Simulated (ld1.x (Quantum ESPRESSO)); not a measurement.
# What one change does to a pseudopotential (B (Z = 5), RRKJ)

```json
{
  "Element": "boron (B)",
  "Generator": "ld1.x (Quantum ESPRESSO) 7.5",
  "Type": "norm-conserving RRKJ (Kleinman–Bylander form)",
  "Functional": "PBEsol",
  "Relativity": "non-relativistic",
  "Frozen core": "[He]",
  "Valence charge": "3",
  "Reference configuration": "2s2 2p1",
  "Partial waves": "2p (bound): rc 2.70 bohr; 2s (bound): rc 0.95 bohr",
  "Local potential": "the s channel",
  "Core correction": "none"
}
```

All-electron outer shells of the reference configuration (PBEsol, non-relativistic, ld1.x):

| shell | level (eV) | outermost node (bohr) | outermost maximum (bohr) |
| --- | --- | --- | --- |
| 2s | -9.36 | 0.46 | 1.52 |
| 2p | -3.56 | – | 1.59 |

Change: core correction a·sin(br)/r model core inside 1.08 bohr.

Cutoffs: the cutoffs (Ry, on a coarse ladder) from which the occupation-weighted sum of valence levels, in a spherical-Bessel basis at the reference potential, stays within 10 and 1 mRy of its value at 400 Ry; they do not see the model core or the augmentation charge, which bear on the density cutoff. Errors are all-electron minus pseudo energies relative to the spin-unpolarised reference configuration.

**Question.** What does the change do?

**Answer.** The potential gets neither clearly harder nor softer (70 Ry and 160 Ry → 70 Ry and 160 Ry); of the 7 tests that both files solve, the error grows in 2 and shrinks in 0 by more than 15 % and 0.3 meV (median size 17.7 → 33.9 meV); neither file shows a bound ghost. A model core, the more so a compact one, raises the density cutoff, which this test does not measure.

```csv
quantity,base,changed
"cutoff, loose",70 Ry,70 Ry
"cutoff, tight",160 Ry,160 Ry
bound ghosts,none,none
"error for 2s2 2p0, meV [ΔE 8.14 eV]",+68,+65
"error for 2s1 2p0, meV [ΔE 33.40 eV]",+227,+202
"error for 2s2 2p0.5, meV [ΔE 2.86 eV]",+9.3,+8.9
"error for 2s0 2p3, meV [ΔE 11.64 eV]",-18,-46
"error for 2s1 2p1, meV [ΔE 14.26 eV]",-31,-34
"error for 2s1 2p2, meV [ΔE 5.81 eV]",-9.3,-12
"error for 2s2 2p1.3, meV [ΔE -0.73 eV]",+0.8,+0.7
s: phases at 2.96 bohr within 0.05 rad from the reference energy up to (Ry; the scan ends near 5),1.3,1.3
p: phases at 2.96 bohr within 0.05 rad from the reference energy up to (Ry; the scan ends near 5),1.1,1.1
```
